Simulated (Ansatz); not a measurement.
Geometry optimisation, RKS r2SCAN-D4/STO-3G (Ansatz).

input.yaml

```yaml
crystal:
  periodic: [false, false, false]
  atoms:
    - { symbol: C, position_ang: [-0.56252, 1.01561, -0.06713] }
    - { symbol: B, position_ang: [0.09247, -0.24623, 0.00432] }
    - { symbol: O, position_ang: [-0.42752, -1.55173, -0.21813] }
    - { symbol: Cl, position_ang: [1.93068, -0.32132, 0.45209] }
    - { symbol: H, position_ang: [-0.05511, 1.95432, 0.12735] }
    - { symbol: H, position_ang: [-1.60924, 1.14809, -0.31566] }
    - { symbol: H, position_ang: [0.27035, -2.19232, -0.09337] }
total_charge: -1
basis:
  gaussian: { orbitals: STO-3G }
hamiltonian:
  xc: r2scan
  dispersion: d4
relax:
  f_tol: 0.015
  max_steps: 40
output:
  orbitals: {}
```

Command:

```bash
$ ansatz run input.yaml --threads 1 --pin off --max-ram 2048MiB --backend cpu --events-out ev --progress --plain --runs-dir out
```

**Question.** Where does it end, and by what steps?

**Answer.** The forces met the threshold. Limits of this set-up: minimal basis, an anion without diffuse functions, the dipole of an ion depends on the origin. After 5 steps the energy has fallen by 0.147 eV; Cl4 moved furthest, 0.06 Å.

| step | energy less start (eV) | largest force component (eV/Å) | accepted |
| --- | --- | --- | --- |
| 0 | 0.0000 | 3.161 | yes |
| 1 | -0.1351 | 0.668 | yes |
| 2 | -0.1457 | 0.183 | yes |
| 3 | -0.1468 | 0.053 | yes |
| 4 | -0.1469 | 0.056 | yes |
| 5 | -0.1470 | 0.006 | yes |

```xyz
7
Properties=species:S:1:pos:R:3
C -0.559 1.016 -0.066
B 0.084 -0.235 0.003
O -0.472 -1.533 -0.228
Cl 1.964 -0.367 0.457
H -0.071 1.971 0.125
H -1.615 1.125 -0.319
H 0.308 -2.170 -0.082
```

Time of the run: 17 s on 1 thread of Arm Neoverse V1, with other jobs on the host, peak memory 0.15 GiB.
